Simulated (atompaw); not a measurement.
# Reading a pseudo-wave (Ce (Z = 58))

Columns: radius, all-electron u(r) and pseudo u(r) of the 4f shell (level -8.20 eV) of cerium in the configuration [Kr] 4d10 4f1 5s2 5p6 5d1 6s1.5 6p0; PBE, scalar-relativistic, PAW (atompaw) scheme, atompaw 4.2.0.5.

| r (bohr) | all-electron | pseudo |
| --- | --- | --- |
| 0.106 | 0.0486 | 0.0029 |
| 0.212 | 0.2625 | 0.0410 |
| 0.317 | 0.5268 | 0.1665 |
| 0.423 | 0.7429 | 0.3929 |
| 0.529 | 0.8794 | 0.6561 |
| 0.635 | 0.9420 | 0.8575 |
| 0.740 | 0.9508 | 0.9398 |
| 0.846 | 0.9254 | 0.9274 |
| 0.952 | 0.8805 | 0.8805 |
| 1.058 | 0.8258 | 0.8258 |
| 1.163 | 0.7681 | 0.7681 |
| 1.269 | 0.7097 | 0.7097 |
| 1.375 | 0.6531 | 0.6531 |
| 1.481 | 0.5991 | 0.5991 |
| 1.587 | 0.5481 | 0.5481 |
| 1.692 | 0.5011 | 0.5011 |
| 1.798 | 0.4570 | 0.4570 |
| 1.904 | 0.4164 | 0.4164 |
| 2.010 | 0.3792 | 0.3792 |
| 2.115 | 0.3456 | 0.3456 |
| 2.221 | 0.3147 | 0.3147 |
| 2.327 | 0.2866 | 0.2866 |
| 2.433 | 0.2611 | 0.2611 |
| 2.538 | 0.2382 | 0.2382 |
| 2.644 | 0.2172 | 0.2172 |
| 2.750 | 0.1983 | 0.1983 |

Problem. How many radial nodes do the two functions have?

Solution. The all-electron 4f function has n − l − 1 = 0; the pseudo-wave has 0.

Problem. At about which radius was the pseudo-wave matched?

Solution. 0.95 bohr, where the columns begin to agree (steps of 0.11 bohr).

Problem. Where does each function peak?

Solution. Outermost all-electron maximum near 0.74 bohr, pseudo maximum near 0.74 bohr (to the table’s step).

Problem. Is the pseudo-wave norm-conserving?

Solution. No, it belongs to a PAW set: the norm inside the radius is not constrained, and the difference is carried by the augmentation charge.
